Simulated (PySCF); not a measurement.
# Br: electron affinity

Br⁻ [Kr] (1S) → Br [Ar] 3d10 4s2 4p5 (2P), as a difference of total energies. Calculation: PySCF 2.14, in def2-QZVPPD (12s8p5d4f1g, 98 functions); the non-relativistic Hamiltonian (point nucleus). Correlated levels: valence: [Ar] 3d10 frozen. The calculations carry no spin-orbit coupling.

```json
{"method": "UHF", "electron affinity (eV)": "2.391", "plus first-order spin-orbit estimate": "2.253", "difference from reference of that sum (eV)": "-1.111"}
{"method": "MP2 (valence)", "electron affinity (eV)": "3.496", "plus first-order spin-orbit estimate": "3.359", "difference from reference of that sum (eV)": "-0.005"}
{"method": "SCS-MP2 (valence)", "electron affinity (eV)": "3.424", "plus first-order spin-orbit estimate": "3.287", "difference from reference of that sum (eV)": "-0.077"}
{"method": "CCSD (valence)", "electron affinity (eV)": "3.363", "plus first-order spin-orbit estimate": "3.225", "difference from reference of that sum (eV)": "-0.139"}
{"method": "CCSD(T) (valence)", "electron affinity (eV)": "3.440", "plus first-order spin-orbit estimate": "3.303", "difference from reference of that sum (eV)": "-0.061"}
```

Reference: 3.364 eV (measured; photodetachment measurements, as compiled on the Wikipedia data page of electron affinities).

A first-order spin-orbit estimate (lowest level to lowest level, LS coupling) adds -0.138 eV.

These non-relativistic numbers lack the scalar-relativistic shift.

Errors of the correlated levels include the incompleteness of this basis and the frozen core.
